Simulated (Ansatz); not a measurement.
Consider the redistribution: `[CH3][Sb]([CH3])[SH]` + `CS[SiH2][SiH3]` → `[CH3][Sb]([CH3])[SiH3]` + `CS[SiH2]S`.

Isolated molecules relaxed with PBE0-D4/def2-TZVP in Ansatz; ΔE leaves out vibrations. CCSD(T)/CBS adds triple-zeta CCSD(T) − MP2 to the extrapolated MP2 energy (def2 sets, frozen cores). Functionals use def2-TZVPP. B3LYP here is the variant with VWN-RPA as its local correlation; programs differ in this. Elements past krypton have def2 core potentials. For Sb outer-core shells are correlated without core-valence functions, which leaves a few kJ/mol of doubt a bond. Each species was taken in one conformer, which may not be the lowest.

**Question.** Is it downhill or uphill in electronic energy at CCSD(T)/CBS, and by how much? (Best estimate.)

**Answer.** Ansatz gave: Downhill: ΔE = -33.2 kJ/mol.

**Question.** What do these levels give: r2SCAN-D4, PBE0-D4, B3LYP-D4, HF/def2-TZVPP, MP2/def2-TZVPP, HF/def2-QZVPP? (Best estimate.)

**Answer.** Computed: r2SCAN-D4 -32.5, PBE0-D4 -33.0, B3LYP-D4 -30.6, HF/def2-TZVPP -30.0, MP2/def2-TZVPP -41.2, HF/def2-QZVPP -28.4 kJ/mol.

Largest T1 diagnostic among the species: 0.012.

The D4 term adds −3.1 kJ/mol with B3LYP and −1.8 kJ/mol with PBE0; it sums over pairs of atoms, weighted by their polarisabilities, and B3LYP, whose exchange is more repulsive, gets the larger term. In def2-TZVPP, CCSD(T) changes the Hartree–Fock value by −4.8 kJ/mol (the triples alone add −0.6 kJ/mol) and MP2 by −11.2 kJ/mol.
